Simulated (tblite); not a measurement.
Compound: C8H17P.
Atom-mapped SMILES: `[CH3:1][CH2:2][P:3]1[CH2:4][CH2:5][CH2:6][C@H:7]([CH3:8])[CH2:9]1` (hydrogens: H10, H11, H12 on C1; H13, H14 on C2; H15, H16 on C4; H17, H18 on C5; H19, H20 on C6; H21 on C7; H22, H23, H24 on C8; H25, H26 on C9)

Cartesian coordinates in Å at the GFN2-xTB level; atoms count from 1:
```
atom  x, y, z in Å
C1     3.6652    0.3217    0.2262
C2     2.3461    0.6657   -0.4526
P3     0.9295    0.6785    0.7602
C4     0.6566   -1.1536    0.9320
C5    -0.7542   -1.4080    1.4523
C6    -1.8205   -0.9736    0.4500
C7    -1.7886    0.5292    0.1636
C8    -2.9394    0.9186   -0.7622
C9    -0.4523    0.9349   -0.4568
H10    3.8666    1.0191    1.0369
H11    4.4878    0.3730   -0.4854
H12    3.6340   -0.6833    0.6421
H13    2.1369   -0.0387   -1.2635
H14    2.4039    1.6705   -0.8813
H15    1.3890   -1.5512    1.6391
H16    0.8035   -1.6468   -0.0343
H17   -0.8770   -2.4736    1.6675
H18   -0.8958   -0.8621    2.3891
H19   -1.6788   -1.5194   -0.4868
H20   -2.8049   -1.2395    0.8424
H21   -1.9063    1.0642    1.1140
H22   -2.8472    0.4043   -1.7173
H23   -3.8963    0.6508   -0.3195
H24   -2.9363    1.9903   -0.9482
H25   -0.2673    0.3567   -1.3679
H26   -0.4753    1.9949   -0.7252
```

All values are computed: GFN2-xTB (tblite) harmonic vibrations without scaling, gas phase. The method is semi-empirical: single wavenumbers can be off by several per cent or more. One conformer, not necessarily the lowest.

Harmonic wavenumbers (cm⁻¹): 64.5, 96.6, 124.4, 166.8, 203.3, 215.5, 254.6, 262.2, 305.9, 319.3, 352.0, 364.1, 440.0, 506.6, 669.6, 705.5, 759.9, 767.4, 786.2, 842.3, 856.9, 917.9, 947.0, 970.8, 990.6, 1001.9, 1014.3, 1049.8, 1057.9, 1073.8, 1094.6, 1120.5, 1142.5, 1189.4, 1206.1, 1224.5, 1227.8, 1247.9, 1257.8, 1273.0, 1300.5, 1335.7, 1348.9, 1362.2, 1409.9, 1415.3, 1441.1, 1447.0, 1450.8, 1485.1, 1494.6, 1499.1, 1502.6, 1502.9, 1504.8, 2912.5, 2916.0, 2917.7, 2925.7, 2943.2, 2944.0, 2948.4, 2953.4, 2956.2, 2967.6, 2973.7, 3013.6, 3022.7, 3026.4, 3028.8, 3033.2, 3035.5.

A = 2516, B = 848.3, C = 693.8 MHz; mass 144.107 u (most abundant isotopes); point group C1, symmetry number 1.

Problem. What is the zero-point energy?

Solution. ½Σν̃ = 51045 cm⁻¹ = 145.95 kcal/mol.

Problem. What is S at 500 K and 1 bar for an ideal gas of classical rigid rotors and harmonic oscillators?

Solution. Translation 43.40, rotation 31.30, vibration 55.34: S = 130.0 cal/(mol K).

Problem. And Cp and H(500 K) − H(0)?

Solution. Cp = 69.97 cal/(mol K), of which vibrations give 62.03 (their classical limit is 72 R = 143.1); H(500 K) − H(0) = 19.04 kcal/mol without the zero-point energy, 15.06 from vibrations.

Problem. Which modes carry the vibrational entropy at 500 K?

Solution. 64.5 cm⁻¹: 5.34; 96.6 cm⁻¹: 4.54; 124.4 cm⁻¹: 4.04; 166.8 cm⁻¹: 3.46; 203.3 cm⁻¹: 3.08; 215.5 cm⁻¹: 2.97 cal/(mol K); the other 66 give 31.91 together.

Problem. Blend soft modes into free rotors: weight 1/[1 + (100 cm⁻¹/ν̃)⁴] for the oscillator and the rest for a rotor with moment μB/(μ + B), μ = h/(8π²ν), B = 10⁻⁴⁴ kg m². What vibrational entropy results?

Solution. 53.05 cal/(mol K) in place of 55.34, which changes −T·S at 500 K by +1.14 kcal/mol.

Hindered rotation and anharmonicity are outside this model. Other conformers, if any are populated, would add a mixing term that is left out. The structure is chiral; the term R ln 2 for an equal mix with its mirror image is left out.

Hardware: one thread, Intel Xeon 6975P-C (x86_64) (shared host). Cost: 1.1 s wall. This covers the Hessian and the dipole derivatives.
